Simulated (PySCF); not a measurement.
**How methods differ on the ionisation energy of Cl⁺**

Cl⁺ [Ne] 3s2 3p4 (3P) → Cl²⁺ [Ne] 3s2 3p3 (4S), as a difference of total energies. Computed with PySCF 2.14 in jorge-DZP-DKH (7s4p1d, 24 functions), with scalar relativity by spin-free X2C-1e. Correlated levels: valence: [Ne] frozen. The calculations carry no spin-orbit coupling.

```json
{"method": "UHF", "ionisation energy (eV)": "22.503", "error (eV)": "-1.268"}
{"method": "LDA", "ionisation energy (eV)": "23.932", "error (eV)": "+0.161"}
{"method": "r2SCAN", "ionisation energy (eV)": "23.747", "error (eV)": "-0.024"}
{"method": "MP2 (valence)", "ionisation energy (eV)": "23.005", "error (eV)": "-0.766"}
{"method": "SCS-MP2 (valence)", "ionisation energy (eV)": "23.040", "error (eV)": "-0.731"}
{"method": "CCSD (valence)", "ionisation energy (eV)": "23.014", "error (eV)": "-0.757"}
{"method": "CCSD(T) (valence)", "ionisation energy (eV)": "23.021", "error (eV)": "-0.750"}
```

Reference: 23.771 eV (measured; NIST levels, between the centres of gravity of the two terms).

Errors of the correlated levels include the incompleteness of this basis and the frozen core.
